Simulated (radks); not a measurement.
Values are calculated unless marked as measured or tabulated.
Isoelectronic series with 23 electrons, all held in the configuration [Ar] 3d3 4s2, which need not be the ground one along the series. Level of theory: Dirac Kohn-Sham, PBE, spin-unpolarised, spherical densities, point nucleus; open shells fill j = l - 1/2 first (a radial shooting solver on a logarithmic mesh with Libxc functionals). Total energies (hartree) and orbital eigenvalues (Ry) (* marks an orbital that is empty in some or all of the ions):

| ion | E (hartree) | 3d5/2* | 4s1/2 | 3d3/2 |
|---|---|---|---|---|
| V | -949.02106 | -0.37602 | -0.34533 | -0.38084 |
| Ni5+ | -1510.42273 | -8.28046 | -5.01617 | -8.30816 |
| As10+ | -2212.21833 | -22.35951 | -13.22344 | -22.44252 |
| Sr15+ | -3056.54970 | -42.15156 | -24.77142 | -42.34326 |
| Tc20+ | -4046.54063 | -67.55798 | -39.66151 | -67.93774 |
| Cd25+ | -5186.09758 | -98.54188 | -57.94296 | -99.22030 |
| I30+ | -6479.95621 | -135.0881 | -79.69240 | -136.2125 |
| Ce35+ | -7933.7947 | -177.1918 | -105.0097 | -178.9519 |
| Eu40+ | -9554.3974 | -224.8540 | -134.0184 | -227.4879 |
| Er45+ | -11349.8778 | -278.0795 | -166.8687 | -281.8797 |
| Ta50+ | -13329.9778 | -336.8757 | -203.7420 | -342.1958 |
